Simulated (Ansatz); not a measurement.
A structure relaxed at B3LYP-D4/def2-SVP in Ansatz, charge 0, singlet:

| atom | x (Å) | y (Å) | z (Å) |
| --- | --- | --- | --- |
| Cu1 | 0.127 | 1.257 | -0.473 |
| Cu2 | 1.647 | -0.326 | 0.805 |
| Cu3 | -1.109 | -0.440 | 0.634 |
| Cu4 | 0.427 | -1.401 | -1.145 |
| Se5 | 0.257 | 1.041 | 1.984 |
| Se6 | -1.349 | -0.132 | -1.805 |

Q: Give its formula and point group.

A: Cu₄Se₂. Point group C2 (tolerance 0.1 Å).

Q: Summarise the bond lengths by kind (pairs closer than 1.2 times the sum of covalent radii, bridged metal pairs left out).

A: 6 × Cu–Se 2.28 to 2.47 Å; 1 × Cu–Cu 2.54 Å.

The relaxation made no stability test and no search for a lower SCF solution. Another isomer (singlet) lies 0.02 eV lower at PBE0-D4/def2-TZVP; other spin states weren't run for this one.
